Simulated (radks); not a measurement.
These are the eigenvalues of the occupied orbitals of an atom or ion with whole-number occupations (eV). All-electron calculation, non-relativistic Kohn-Sham, PBE, spin-unpolarised, spherical densities, point nucleus. Program: a radial shooting solver on a logarithmic mesh with Libxc functionals.

1s: -69276.84
2s: -11501.65
2p: -11045.38
3s: -2673.789
3p: -2460.128
3d: -2061.668
4s: -561.0513
4p: -470.0101
4d: -303.2089
5s: -86.7082
4f: -81.8462
5p: -58.7990
5d: -16.5572
6s: -11.5554

Which element is it, and in what charge state? The configuration may be excited.

Answer. Z = 77, iridium, charge +1: Ir+ in [Xe] 4f14 5d7 6s1. The list shows which subshells hold electrons but not how many an open one holds; the 1s level, -2545.9 hartree, gives Z - s = 71.4 by -(Z - s)^2/2, which with screening narrows Z to a few neighbours, and the depths of the outer levels then fix element, charge and occupations together.
